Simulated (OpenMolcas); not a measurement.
## Ti2+: ligand-field states by method

Ti2+ with its 6 nearest bromide ions at 2.796 Å, on the Ca site of CsCaBr3 (a = 5.69 Å, distance in the model lattice 2.845 Å). The rest of the host is ab initio model potentials to 7.6 Å, with orthogonalisation functions on the cations behind the ligands, and point charges beyond; the distance is set by hand and nothing relaxes. Ligand basis ANO-RCC-VDZP.

```json
{
 "Program": "OpenMolcas 26.06",
 "Basis": "ANO-RCC-VDZP [5s4p2d1f]",
 "Scalar Hamiltonian": "DKH2, point nucleus",
 "Active space": "2 electrons in 5 orbitals (3d)",
 "State averaging": "2S+1 = 3 even, 10 roots; 2S+1 = 1 even, 15 roots",
 "Spin-orbit coupling": "RASSI with atomic mean-field integrals over the reference wave functions"
}
```

I. CASSCF
II. SS-CASPT2, IPEA 0.25 Eh, imaginary shift 0.1 Eh (closed shells correlated: 3s 3p and the ligand valence shells)

Spin-free states (labels of O, the rotations of Oh) in cm-1, each column counted from its own energy of the first state listed:

```
State  Degeneracy      I     II
  3T1           3      0      0
  3T2           3   4935   5360
  3A2           1  10765  12200
  1T2           3  11337   8090
   1E           2  11867   9140
  3T1           3  16572  14270
  1T2           3  18853  16370
  1A1           1  20533  16730
  1T1           3  20826  18890
   1E           2  24349  22910
  1A1           1  44260  35970
```

From I to II, I's first state of the same spin (3T2) moves from 4935 to 5360 cm-1, by about +430 cm-1.

From I to II, I's first state of another spin (1T2) moves from 11337 to 8090 cm-1, by about -3200 cm-1.

I: A least-squares ligand-field fit to the states below 45000 cm-1, each weighted by its degeneracy and with a free common offset, gives 10Dq = 5854 cm-1, B = 826 cm-1 and C = 2983 cm-1 (C/B = 3.61), with an rms deviation of 79 cm-1. The same method and metal basis give the free ion B = 884 cm-1 (fit to its terms below 60000 cm-1, rms deviation 77 cm-1), so the nephelauxetic ratio is β = 826 / 884 = 0.93; it hangs on how both fits weigh the states, and computed free-ion B values tend to be too large, so β mixes covalency with correlation.

χT at 300 K: I 1.15, II 1.14 cm3 K/mol.

Roots that are degenerate in the reference are averaged as groups; the widest CASPT2 spread within a group is 490 cm-1 (the 3-fold group of multiplicity 3 near 5360 cm-1 above the lowest state of its run, II). Shifts and gaps below about the spread of the groups concerned are not significant. Over all roots computed the reference weight is 0.70 to 0.71 in II; a low but even weight reflects the number of correlated electrons. An orbital triplet at a regular site is open to Jahn-Teller coupling, which can distort the site and quench the lowest spin-orbit gaps and is left out. Ligand-to-metal charge-transfer states are missing. With no ligand orbital active B as a rule stays too high, so bands that hang on it stand too high and its fall with covalency is understated. Without dynamic correlation the repulsion within the d shell is too large (B by tens of per cent), so at a given field states of lower spin stand too high (holds for I). With metal d orbitals alone and no dynamic correlation the field as a rule comes out too small, by tens of per cent, by up to half for chloride and softer ligands (holds for I). These CASPT2 states fit no ligand-field parameters well, so their order and spin gaps are uncertain (holds for II). With one d shell and no ligand orbital active, 10Dq can be off by tens of per cent for divalent 3d ions, low with halides held by bare charges and at times high in hosts (holds for II). Free-ion shares, where given, are those of the reference states; single-state CASPT2 does not remix them (holds for II). No measured value stands beside these numbers; the geometry was set by hand and not optimised.
